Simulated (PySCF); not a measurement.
BrCl, SMILES ClBr. Geometry optimised at PBE0-D3(BJ)/def2-TZVP.

TDA-ωB97X/def2-TZVPD (PySCF 2.14.0) puts the lowest singlet excitations at 3.44, 3.44, 6.15, 6.15, 8.26, 8.26 eV and the lowest triplet (TDA) at 2.60 eV.

What are the lowest singlet roots from EOM-CCSD/aug-cc-pVDZ (PySCF)? (An estimate is asked for; the answer gives what the named calculation found.)

3.48, 3.48, 6.03, 6.03, 8.32, 8.32 eV; triplets 2.72, 2.72, 5.49 eV. S1 differs by 0.04 eV (second minus first; roots are paired by order, and the bases may differ).
